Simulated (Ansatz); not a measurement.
CHF (SMILES [CH]F) moved off its minimum; all values from Ansatz (a quantum-chemistry and plane-wave program), cores frozen in correlated methods.
(charge 0, multiplicity 1)
```xyz
3

C     -0.63629     0.42311     0.05631
F      0.50624    -0.29213     0.05374
H     -1.36762    -0.28088     0.00570
```

Question: Give the forces (eV/Å), the total energy and the dipole at CCSD(T)/aug-cc-pVTZ.

Answer: 
```tsv
atom	Fx	Fy	Fz
C1	3.716	2.510	0.209
F2	-1.169	0.424	-0.011
H3	-2.547	-2.933	-0.198
```
Energy -138.2326 hartree, dipole 1.63 D.

Doubts at one or more of the structures used: a restricted determinant that unrestricted orbitals would lower (CCSD(T)/aug-cc-pVTZ).
